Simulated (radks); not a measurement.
Problem. Radial electron density D(r) = 4 pi r^2 rho(r) of an atom or ion with 29 electrons. All-electron calculation, scalar-relativistic Kohn-Sham, Slater X-alpha with alpha = 1.018, spin-unpolarised, spherical densities, finite nucleus; Fermi nuclear charge, rms radius of each element as measured or else 0.836 A^(1/3) + 0.57 fm. Program: a radial shooting solver on a logarithmic mesh with Libxc functionals.

| r (bohr) | D(r) (e/bohr) |
|---|---|
| 0.00464 | 4.670 |
| 0.005274 | 5.762 |
| 0.005994 | 7.071 |
| 0.006867 | 8.730 |
| 0.007805 | 10.57 |
| 0.008942 | 12.84 |
| 0.01016 | 15.28 |
| 0.01164 | 18.17 |
| 0.01323 | 21.14 |
| 0.01516 | 24.47 |
| 0.01723 | 27.66 |
| 0.01958 | 30.74 |
| 0.02244 | 33.68 |
| 0.0255 | 35.94 |
| 0.02922 | 37.56 |
| 0.03321 | 38.18 |
| 0.03804 | 37.83 |
| 0.04324 | 36.63 |
| 0.04954 | 34.74 |
| 0.0563 | 32.83 |
| 0.06399 | 31.36 |
| 0.07331 | 30.90 |
| 0.08332 | 31.90 |
| 0.09546 | 34.50 |
| 0.1085 | 37.95 |
| 0.1243 | 41.67 |
| 0.1413 | 44.03 |
| 0.1619 | 44.19 |
| 0.184 | 41.66 |
| 0.2091 | 36.89 |
| 0.2395 | 30.72 |
| 0.2723 | 25.58 |
| 0.3119 | 22.43 |
| 0.3545 | 22.17 |
| 0.4062 | 24.10 |
| 0.4616 | 26.45 |
| 0.5289 | 27.73 |
| 0.6011 | 26.78 |
| 0.6832 | 23.69 |
| 0.7827 | 18.90 |
| 0.8896 | 14.04 |
| 1.019 | 9.467 |
| 1.158 | 6.187 |
| 1.327 | 3.823 |
| 1.508 | 2.436 |
| 1.728 | 1.541 |
| 1.964 | 1.013 |
| 2.232 | 0.6519 |
| 2.557 | 0.3805 |
| 2.907 | 0.2062 |
| 3.33 | 0.09262 |
| 3.785 | 0.03681 |
| 4.336 | 0.01120 |
| 4.928 | 0.002919 |
| 5.646 | 0.0005345 |

What is the nuclear charge?

Solution. Z = 31. The innermost maximum, from 1s, lies near gamma/Z bohr with gamma = sqrt(1 - (Z/c)^2) = 0.974, here 0.0314 bohr (found: 0.0340), and its height grows with Z. The density is that of the gallium ion Ga2+ in [Ar] 3d10 4s1; the configuration itself is not fixed sharply by these data, and Z only to about a unit. D(r) has 3 maxima, at r = 0.0340, 0.153, 0.533 bohr, and minima at 0.0716, 0.335 bohr, inside which lie 2.09, 10.94 electrons.
